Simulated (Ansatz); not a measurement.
GeBr2H2 (GeH2Br2). The state is a singlet with charge 0. Geometry B3LYP-D4/def2-SVP; atoms count from 1.

```
atom   x (Å)   y (Å)   z (Å)
 Ge1   0.089   0.127   0.134
 Br2  -0.070   0.490  -2.152
 Br3  -0.911  -1.896   0.669
  H4  -0.684   1.244   0.849
  H5   1.577   0.034   0.499
```

(1) Estimate the Mulliken populations from the PBE0/def2-TZVP orbitals of Ansatz.

(2) And the Mayer bond orders between heavy atoms (over 0.3)?

## Answers

(1) 
```
atom  charge (e)
 Ge1        0.43
 Br2       -0.28
 Br3       -0.28
  H4        0.07
  H5        0.07
```
Mulliken values depend strongly on the basis.

(2) Ge1–Br2 1.02 (2.32 Å); Ge1–Br3 1.02 (2.32 Å).
